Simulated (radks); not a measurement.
Trend from La to Lu: ionisation energy by Delta-SCF between NIST ground configurations, and size. Method: non-relativistic Kohn-Sham, BLYP, spin-polarised, spherical densities, point nucleus; open shells are filled with parallel spins first (spin-orbit coupling, left out, can overturn this in heavy ions); computed with a radial shooting solver on a logarithmic mesh with Libxc functionals.

| species | configuration | IE (eV) | NIST (eV) | kind | outermost | <r> outermost (bohr) |
|---|---|---|---|---|---|---|
| La | [Xe] 5d1 6s2 | 4.630 | 5.577 | exp. | 6s | 4.65 |
| Ce | [Xe] 4f1 5d1 6s2 | 4.721 | 5.539 | exp. | 6s | 4.60 |
| Pr | [Xe] 4f3 6s2 | 5.169 | 5.470 | semi-emp. | 6s | 4.74 |
| Nd | [Xe] 4f4 6s2 | 5.213 | 5.525 | exp. | 6s | 4.70 |
| Pm | [Xe] 4f5 6s2 | 5.255 | 5.582 | exp. | 6s | 4.66 |
| Sm | [Xe] 4f6 6s2 | 5.296 | 5.644 | exp. | 6s | 4.61 |
| Eu | [Xe] 4f7 6s2 | 5.336 | 5.670 | exp. | 6s | 4.58 |
| Gd | [Xe] 4f7 5d1 6s2 | 5.675 | 6.150 | exp. | 6s | 4.35 |
| Tb | [Xe] 4f9 6s2 | 5.500 | 5.864 | exp. | 6s | 4.45 |
| Dy | [Xe] 4f10 6s2 | 5.572 | 5.939 | exp. | 6s | 4.40 |
| Ho | [Xe] 4f11 6s2 | 5.640 | 6.022 | exp. | 6s | 4.35 |
| Er | [Xe] 4f12 6s2 | 5.705 | 6.108 | exp. | 6s | 4.31 |
| Tm | [Xe] 4f13 6s2 | 5.768 | 6.184 | exp. | 6s | 4.26 |
| Yb | [Xe] 4f14 6s2 | 5.829 | 6.254 | exp. | 6s | 4.22 |
| Lu | [Xe] 4f14 5d1 6s2 | 6.361 | 5.426 | exp. | 6s | 4.00 |

Reference values: NIST Atomic Spectra Database (exp. = measured, semi-emp. = semi-empirical, theory = theoretical value adopted there). Relativity is left out here, which matters for elements this heavy. Open shells are spherical and high-spin; term and fine-structure splittings are not resolved.
